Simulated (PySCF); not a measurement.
Atomic charges by several schemes

Species: C₆H₁₄N₂.
Geometry (GFN2-xTB, Å), atoms numbered from 1 in this order:
```xyz
22
C6H14N2 angstrom
C      2.918    0.791    0.165
C      2.453   -0.345    0.649
C      0.994   -0.687    0.769
N      0.169    0.141   -0.092
N      0.271   -0.204   -1.461
C     -1.227    0.265    0.315
C     -2.051   -1.018    0.145
C     -1.855    1.411   -0.472
H      2.250    1.563   -0.178
H      3.973    0.993    0.101
H      3.127   -1.114    1.005
H      0.686   -0.524    1.807
H      0.865   -1.766    0.553
H      0.234   -1.219   -1.598
H      1.171    0.123   -1.802
H     -1.205    0.535    1.378
H     -1.589   -1.852    0.672
H     -2.137   -1.268   -0.910
H     -3.049   -0.872    0.548
H     -1.826    1.180   -1.533
H     -2.886    1.561   -0.163
H     -1.296    2.326   -0.302
```

Density: PBE0/pcSseg-1 (PySCF); schemes: Mulliken, IAO, Hirshfeld and ESP-fitted. Geometry: GFN2-xTB, one conformer, isolated molecule.

**Question.** Atoms with like bonding are taken together and averaged. Do the Mulliken, IAO, Hirshfeld and ESP-fitted schemes agree on where the charge is lowest?

**Answer.** The schemes don't all agree: Mulliken N4 (-0.510); IAO N5 (-0.477); Hirshfeld N5 (-0.173); ESP-fitted N5 (-0.821).

**Question.** At which atom do the 4 schemes differ most?

**Answer.** At N5: from -0.821 (ESP-fitted) to -0.173 e (Hirshfeld), 0.648 e apart.

**Question.** Which atoms carry the highest charge in the Mulliken, IAO, Hirshfeld and ESP-fitted schemes?

**Answer.** The schemes don't all agree: Mulliken H14/H15 (+0.173); IAO H14/H15 (+0.236); Hirshfeld H14/H15 (+0.099); ESP-fitted C6 (+0.422).

**Question.** Tabulate the Mulliken, IAO, Hirshfeld and ESP-fitted charges.

**Answer.** In e; atoms taken as equivalent share a row and are averaged (×n: the atom named and its like, n in all):

```json
{"atom": "C1", "environment": "terminal =CH2 carbon", "Mulliken": "-0.137", "IAO": "-0.327", "Hirshfeld": "-0.110", "ESP-fitted": "-0.515"}
{"atom": "C2", "environment": "alkene CH carbon", "Mulliken": "-0.269", "IAO": "-0.141", "Hirshfeld": "-0.046", "ESP-fitted": "-0.023"}
{"atom": "C3", "environment": "sp3 carbon bound to nitrogen", "Mulliken": "+0.056", "IAO": "-0.167", "Hirshfeld": "-0.032", "ESP-fitted": "-0.209"}
{"atom": "N4", "environment": "hydrazine nitrogen", "Mulliken": "-0.510", "IAO": "-0.172", "Hirshfeld": "-0.040", "ESP-fitted": "-0.138"}
{"atom": "N5", "environment": "hydrazine nitrogen", "Mulliken": "-0.251", "IAO": "-0.477", "Hirshfeld": "-0.173", "ESP-fitted": "-0.821"}
{"atom": "C6", "environment": "sp3 carbon bound to nitrogen", "Mulliken": "-0.143", "IAO": "+0.011", "Hirshfeld": "+0.019", "ESP-fitted": "+0.422"}
{"atom": "C7/C8", "environment": "methyl carbon", "Mulliken": "-0.213", "IAO": "-0.432", "Hirshfeld": "-0.131", "ESP-fitted": "-0.500"}
{"atom": "H9", "environment": "vinylic hydrogen", "Mulliken": "+0.127", "IAO": "+0.155", "Hirshfeld": "+0.038", "ESP-fitted": "+0.215"}
{"atom": "H10", "environment": "vinylic hydrogen", "Mulliken": "+0.114", "IAO": "+0.150", "Hirshfeld": "+0.044", "ESP-fitted": "+0.192"}
{"atom": "H11", "environment": "vinylic hydrogen", "Mulliken": "+0.099", "IAO": "+0.142", "Hirshfeld": "+0.043", "ESP-fitted": "+0.113"}
{"atom": "H12/H13", "environment": "methylene hydrogen", "Mulliken": "+0.111", "IAO": "+0.126", "Hirshfeld": "+0.037", "ESP-fitted": "+0.123"}
{"atom": "H14/H15", "environment": "N–H hydrogen", "Mulliken": "+0.173", "IAO": "+0.236", "Hirshfeld": "+0.099", "ESP-fitted": "+0.373"}
{"atom": "H16", "environment": "methine hydrogen", "Mulliken": "+0.108", "IAO": "+0.127", "Hirshfeld": "+0.037", "ESP-fitted": "+0.010"}
{"atom": "H17 (×6)", "environment": "methyl hydrogen", "Mulliken": "+0.111", "IAO": "+0.140", "Hirshfeld": "+0.035", "ESP-fitted": "+0.127"}
```

Mean size of the charges over all atoms: ESP-fitted 0.246 e, IAO 0.195 e, Mulliken 0.158 e, Hirshfeld 0.060 e. Each set sums to the total charge, 0, to within 0.001 e. The IAO scheme counts the electrons in orthogonalised intrinsic atomic orbitals, a minimal basis polarised so that it spans the occupied orbitals exactly.

Some averages cover members that differ in this geometry: C7/C8, Mulliken -0.245 to -0.181; H17 (×6), ESP-fitted +0.104 to +0.155; C7/C8, ESP-fitted -0.524 to -0.475; H12/H13, IAO +0.103 to +0.149 e.

**Question.** How closely do the schemes follow one another over all atoms?

**Answer.** Correlation coefficient and root-mean-square difference: IAO with Hirshfeld 0.98, 0.155 e; Hirshfeld with ESP-fitted 0.95, 0.247 e; IAO with ESP-fitted 0.92, 0.136 e; Mulliken with IAO 0.80, 0.136 e; Mulliken with Hirshfeld 0.77, 0.136 e; Mulliken with ESP-fitted 0.63, 0.246 e.

**Question.** Sum the charges by element.

**Answer.** 
```json
{"element": "C", "atoms": "6", "Mulliken": "-0.919", "IAO": "-1.488", "Hirshfeld": "-0.431", "ESP-fitted": "-1.325"}
{"element": "N", "atoms": "2", "Mulliken": "-0.761", "IAO": "-0.649", "Hirshfeld": "-0.213", "ESP-fitted": "-0.959"}
{"element": "H", "atoms": "14", "Mulliken": "+1.680", "IAO": "+2.137", "Hirshfeld": "+0.645", "ESP-fitted": "+2.285"}
```

These values come from a run that also computed NMR shieldings. The run took about 1.7 min of CPU time (one thread, shared machine).
